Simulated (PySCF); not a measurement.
Al(Me)2(NCO) (C3H6AlNO), SMILES [CH3][Al]([CH3])[N]=C=O. Atoms are numbered in the order given.

```xyz
12

Al    -0.7732     0.3327    -0.3660
C     -2.3008    -0.8884    -0.4296
H     -2.0477    -1.8105    -0.9955
H     -3.1980    -0.4363    -0.8986
H     -2.5827    -1.2211     0.5925
C     -0.7089     2.1832    -0.9985
H      0.0438     2.2961    -1.8082
H     -0.3927     2.8705    -0.1849
H     -1.6826     2.5417    -1.3896
N      0.7470    -0.3218     0.3546
C      1.7684    -0.7607     0.8388
O      2.7664    -1.1896     1.3119
```
Charge 0, spin multiplicity 1.

Coordinates come from a PBE-D3(BJ)/def2-SVP optimisation. A frequency run showed that this geometry is not a minimum. The structure was generated by enumeration; whether it is a known compound was not checked. One conformer was computed; it need not be the lowest.

Calculation: PBE-D3(BJ)/def2-SVP (PySCF).

Frequencies are harmonic and unscaled.

Problem. List the normal modes with their intensities. (Estimate from the structure and the level; the computed values follow.)

Solution. 
```
mode  ν (cm⁻¹)  IR (km/mol)  moving atoms (share of kinetic energy)
----  --------  -----------  --------------------------------------
1          31i          0.0                                  H 99 %
2           7i          0.1                                  H 98 %
3           55          0.1          O 32 %, C 28 %, N 23 %, H 12 %
4           90          0.0           N 49 %, O 24 %, C 13 %, H 9 %
5          154          2.1                          C 48 %, H 35 %
6          201         11.5                 Al 48 %, H 23 %, N 20 %
7          211         13.3         N 47 %, C 24 %, H 16 %, Al 12 %
8          466         20.5         C 52 %, O 17 %, Al 12 %, H 12 %
9          537          0.0                          H 86 %, C 14 %
10         590         16.7                  C 72 %, O 15 %, N 13 %
11         596         29.4                 C 35 %, H 29 %, Al 28 %
12         610         20.0                  C 71 %, N 15 %, O 14 %
13         625          6.4                          H 72 %, C 25 %
14         674         92.4                 H 69 %, C 20 %, Al 11 %
15         705        126.7                 Al 48 %, C 31 %, H 20 %
16         734        226.0                 H 53 %, Al 24 %, C 21 %
17        1167          8.4                          H 81 %, C 19 %
18        1168         39.0                          H 78 %, C 22 %
19        1369          1.0                                  H 95 %
20        1373          0.0                                  H 95 %
21        1378          0.2                                  H 96 %
22        1379          2.8                                  H 95 %
23        1443         28.0                          N 56 %, O 41 %
24        2369       1262.9                  C 70 %, N 18 %, O 12 %
25        2964          2.7                                  H 97 %
26        2965          0.2                                  H 97 %
27        3053          0.1                           H 91 %, C 9 %
28        3053          5.5                           H 91 %, C 9 %
29        3073          0.3                           H 91 %, C 9 %
30        3074         12.5                           H 91 %, C 9 %
```
